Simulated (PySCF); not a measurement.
C2H5O3Si (doublet state).
SMILES with atom numbers: `[O:1]=[C:2]([OH:3])[CH2:4][O:5][SiH2:6]` (hydrogens: H7 on O3; H8, H9 on C4; H10, H11 on Si6)

Geometry (GFN2-xTB, Å), atoms numbered from 1 in this order:
```xyz
11
C2H5O3Si angstrom
O     -2.553   -0.116    0.356
C     -1.534    0.364   -0.063
O     -1.428    1.644   -0.440
C     -0.217   -0.366   -0.205
O      0.610    0.023    0.879
Si     2.139   -0.397    1.178
H     -2.262    2.113   -0.279
H      0.260   -0.088   -1.150
H     -0.393   -1.445   -0.173
H      3.078    0.079    0.172
H      2.305   -1.810    1.486
```

The hyperfine couplings belong to this conformer and change with its torsions.

Computed with PySCF, UKS B3LYP, pcH-1 on C H O Si, non-relativistic, mean-field spin-orbit, GIAO. Geometry: GFN2-xTB, one conformer, isolated molecule. Couplings are sensitive to structure, and on GFN2-xTB geometries they can be far from those on DFT ones, by a factor of two or more for some ions and for spin on atoms past the first row. No stability test was run, so a lower SCF solution isn't excluded.

Question: Where do the isotropic ENDOR lines of H10/H11 and H8/H9 fall at 1214.8 mT, to first order?

Answer: For S = 1/2 in fast tumbling each set of equivalent nuclei gives two lines, ν± = |νn ± a/2| to first order, with νn = g_N μN B/h and μN/h = 7.62259 MHz/T.

| nuclei | isotope | g_N | νn (MHz) | a_iso (MHz) | lower line (MHz) | upper line (MHz) |
| --- | --- | --- | --- | --- | --- | --- |
| H10/H11 | 1H | 5.5857 | 51.72 | 62.54 | 20.45 | 82.99 |
| H8/H9 | 1H | 5.5857 | 51.72 | -2.46 | 50.49 | 52.96 |

Question: Which pairs are centred on the nuclear Larmor frequency, and which on half the coupling?

Answer: Centred on νn, since |a| < 2νn: H10/H11 and H8/H9. No pair has |a| > 2νn.

Question: At what field would the lower line of H10/H11 fall to zero frequency?

Answer: Where νn = |a|/2, that is B = 31.27 MHz/(5.5857 × 7.62259 MHz/T) = 734 mT, as far as first order holds there.

Means are taken over nuclei equivalent by connectivity, which assumes that they swap fast.

The largest Mulliken spin population is on Si6 (+0.95). The angles at Si6 add up to 340.0°, so it is pyramidal.
